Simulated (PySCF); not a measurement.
## Ionisation energy of Br⁺ by level of theory

Br⁺ [Ar] 3d10 4s2 4p4 (3P) → Br²⁺ [Ar] 3d10 4s2 4p3 (4S), as a difference of total energies. Calculation: PySCF 2.14, in aug-cc-pVDZ-DK (6s5p3d, 36 functions); scalar relativity by spin-free X2C-1e. Correlated levels: valence: [Ar] 3d10 frozen. The calculations carry no spin-orbit coupling.

| method | ionisation energy (eV) | error (eV) |
| --- | --- | --- |
| UHF | 20.194 | -1.215 |
| LDA | 21.637 | +0.228 |
| PBE | 21.348 | -0.061 |
| PBE0 | 21.352 | -0.057 |
| r2SCAN | 21.430 | +0.021 |
| wB97X | 21.487 | +0.078 |
| wB97M-V | 21.309 | -0.100 |
| B2PLYP | 21.207 | -0.202 |
| TPSS | 21.360 | -0.049 |
| ROHF | 20.108 | -1.301 |
| MP2 (valence) | 20.644 | -0.765 |
| SCS-MP2 (valence) | 20.657 | -0.752 |

Reference: 21.409 eV (measured; NIST levels, between the centres of gravity of the two terms).

Errors of the correlated levels include the incompleteness of this basis and the frozen core.
